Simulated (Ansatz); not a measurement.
`CC(Cl)[SiH2]Cl` + H₂ → `CCCl` + `[SiH3]Cl` at 700 K and 1 bar (hydrogenolysis of a C–Si bond).

Gas-phase electronic energies from Ansatz, PBE0-D4/def2-TZVP geometries. CBS: MP2 limit from def2 TZ/QZ plus the TZ coupled-cluster correction, frozen cores. This one scheme is used for every species. One conformer a species, not always the lowest.

```tsv
species	CCSD(T)/CBS energy (Eh)	H − E (kJ/mol)	S (J/(mol·K))
`CC(Cl)[SiH2]Cl`	-1288.40964	278.9	480.3
H₂	-1.17544	46.8	155.3
`CCCl`	-538.89655	222.9	345.6
`[SiH3]Cl`	-750.69636	107.0	306.3
```

H − E and S are ideal-gas, rigid-rotor, harmonic terms from PBE0-D4/def2-TZVP, for one conformer and one mirror image of each species. For small species the MP2-based limit differs from directly extrapolated CCSD(T) by up to some mEh (0.8 for H₂); such offsets cancel only in part. 1 Eh = 2625.50 kJ/mol, R = 8.31446 J/(mol·K).

Task: By hand: ΔE, ΔH, ΔS and ΔG.

Result: ΔE = (-538.89655) + (-750.69636) − (-1288.40964) − (-1.17544) = -0.00783 Eh = -20.6 kJ/mol. Δ(H − E) = 222.9 + 107.0 − 278.9 − 46.8 = 4.2, so ΔH = -16.4 kJ/mol. ΔS = 345.6 + 306.3 − 480.3 − 155.3 = 16.3 J/(mol·K). ΔG = -16.4 − 700 × (16.3)/1000 = -27.8 kJ/mol.

Task: By hand: the equilibrium constant, and the temperature at which ΔG would vanish if ΔH and ΔS stayed fixed.

Result: log₁₀ K = −ΔG/(RT ln 10) = 2.1. ΔH and −TΔS have one sign here, so there is no such temperature.

TΔS isn't small against ΔH here. A doubt of 5 kJ/mol in ΔE shifts log₁₀ K by 0.4 here. Other conformers and mirror images would add mixing entropy, several J/(mol·K) or more a flexible species. These are equilibria of isolated gas molecules and say nothing of rates. Largest T1 diagnostic: 0.009 (customary marks: 0.02 for closed shells, 0.045 for open ones).
